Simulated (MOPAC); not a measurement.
A run for MOPAC: PM7 on BH2I (SMILES BI), a point of a bond scan (R = 4.862 Å).

```
PM7 1SCF PRECISE CHARGE=0 THREADS=1
BH2I

B     -1.00687273 1    -1.52824232 1     0.26334221 1
H     -0.62513249 1    -2.30507998 1     1.06916428 1
H     -1.98651595 1    -1.65890826 1    -0.38610151 1
I      1.64074262 1     2.49033688 1    -0.42912751 1
```

The log:

```
*******************************************************************************
 **                                                                           **
 **                              MOPAC v23.2.5                                **
 **                                                                           **
 *******************************************************************************
 ** MOPAC's Digital Object Identifier: https://doi.org/10.5281/zenodo.6511958 **
 **                                                                           **
 ** Please cite the open-source release paper for use of this MOPAC version:  **
 ** J. E. Moussa and J. J. P. Stewart (2026)                                  **
 ** MOPAC: An open-source semiempirical molecular orbital program             **
 ** J. Open Source Softw., 11(119), 8025, https://doi.org/10.21105/joss.08025 **
 *******************************************************************************

                              PM7 CALCULATION RESULTS

 *******************************************************************************
 *  PM7        - The PM7 Hamiltonian to be used
 *
 *
 *
 *                 CHARGE ON SYSTEM = 0
 *
 *
 *
 *  PRECISE    - TIGHTER CRITERIA TO BE USED
 *  1SCF       - DO 1 SCF AND THEN STOP
 *  THREADS=1  - MULTI-THREADING NOT USED
 *  T=         - A TIME OF 172800.0 SECONDS REQUESTED
 *  DUMP=N     - RESTART FILE WRITTEN EVERY 7200.0 SECONDS REQUESTED
 *******************************************************************************
PM7 1SCF PRECISE CHARGE=0 THREADS=1
 BH2I

   ATOM   CHEMICAL          X               Y               Z
  NUMBER   SYMBOL      (ANGSTROMS)     (ANGSTROMS)     (ANGSTROMS)

     1       B         -1.00687273  *  -1.52824232  *   0.26334221  *
     2       H         -0.62513249  *  -2.30507998  *   1.06916428  *
     3       H         -1.98651595  *  -1.65890826  *  -0.38610151  *
     4       I          1.64074262  *   2.49033688  *  -0.42912751  *



          CARTESIAN COORDINATES

    NO.       ATOM           X           Y           Z

     1         B         -1.0069     -1.5282      0.2633
     2         H         -0.6251     -2.3051      1.0692
     3         H         -1.9865     -1.6589     -0.3861
     4         I          1.6407      2.4903     -0.4291

 General Reference for PM7:
 "Optimization of Parameters for Semiempirical Methods VI: More Modifications to the
 NDDO Approximations and Re-optimization of Parameters", J. J. P. Stewart, J. Mol. Mod., 1:32, 19 (2013)
 https://link.springer.com/article/10.1007/s00894-012-1667-x

           Empirical Formula: H2 B I  =     4 atoms



      MOLECULAR POINT GROUP   :   C2v


      RHF CALCULATION, NO. OF DOUBLY OCCUPIED LEVELS = 6


 -------------------------------------------------------------------------------
 PM7 1SCF PRECISE CHARGE=0 THREADS=1
 BH2I



     1SCF WAS SPECIFIED, SO BFGS WAS NOT USED
     SCF FIELD WAS ACHIEVED


                              PM7 CALCULATION
                                                       MOPAC v23.2.5 Linux




          FINAL HEAT OF FORMATION =        117.09561 KCAL/MOL =     489.92802 KJ/MOL


          COSMO AREA              =        119.64 SQUARE ANGSTROMS
          COSMO VOLUME            =         96.15 CUBIC ANGSTROMS

          IONIZATION POTENTIAL    =          6.918704 EV
          HOMO LUMO ENERGIES (EV) =         -6.919 -3.845
          NO. OF FILLED LEVELS    =          6
          MOLECULAR WEIGHT        =        139.7303         POINT GROUP:  C2v

          MOLECULAR DIMENSIONS (Angstroms)

            Atom       Atom       Distance
            I     4    H     3     5.51136
            H     2    I     4     2.05674
            H     2    B     1     0.00000


          SCF CALCULATIONS        =          1





   ATOM   CHEMICAL          X               Y               Z
  NUMBER   SYMBOL      (ANGSTROMS)     (ANGSTROMS)     (ANGSTROMS)

     1       B         -1.00687273  *  -1.52824232  *   0.26334221  *
     2       H         -0.62513249  *  -2.30507998  *   1.06916428  *
     3       H         -1.98651595  *  -1.65890826  *  -0.38610151  *
     4       I          1.64074262  *   2.49033688  *  -0.42912751  *

                             CARTESIAN COORDINATES

   1    B       -1.006872730    -1.528242320     0.263342210
   2    H       -0.625132490    -2.305079980     1.069164280
   3    H       -1.986515950    -1.658908260    -0.386101510
   4    I        1.640742620     2.490336880    -0.429127510


           Empirical Formula: H2 B I  =     4 atoms



      MOLECULAR POINT GROUP   :   C2v


                  EIGENVALUES
 -18.72059 -18.40041 -15.11641  -7.16994  -7.16922  -6.91870  -3.84461  -3.09653
   1.18617   1.62871 132.81162 132.85682 132.85805 132.99666 132.99666


              NET ATOMIC CHARGES AND DIPOLE CONTRIBUTIONS

  ATOM NO.   TYPE          CHARGE      No. of ELECS.   s-Pop       p-Pop       d-Pop
    1          B           0.654887        2.3451     0.98420     1.36092
    2          H           0.058775        0.9412     0.94122
    3          H           0.058775        0.9412     0.94122
    4          I          -0.772438        7.7724     1.99998     5.77245     0.00001
 DIPOLE           X         Y         Z       TOTAL
 POINT-CHG.    -9.992   -15.166     2.613    18.349
 HYBRID         0.613     0.931    -0.160     1.126
 SUM           -9.379   -14.235     2.453    17.222


          ATOMIC ORBITAL ELECTRON POPULATIONS

     Atom    s        px        py        pz      x^2-y^2     xz        z^2       yz        xy
    1  B   0.98420   0.53824   0.30007   0.52262
    2  H   0.94122
    3  H   0.94122
    4  I   1.99998   1.93252   1.84455   1.99538   0.00000   0.00000   0.00000   0.00000   0.00000

 **********************
 *                    *
 * JOB ENDED NORMALLY *
 *                    *
 **********************




 == MOPAC DONE ==
```

The run finished.

Cost: about 0.04 core-seconds (a rough figure).
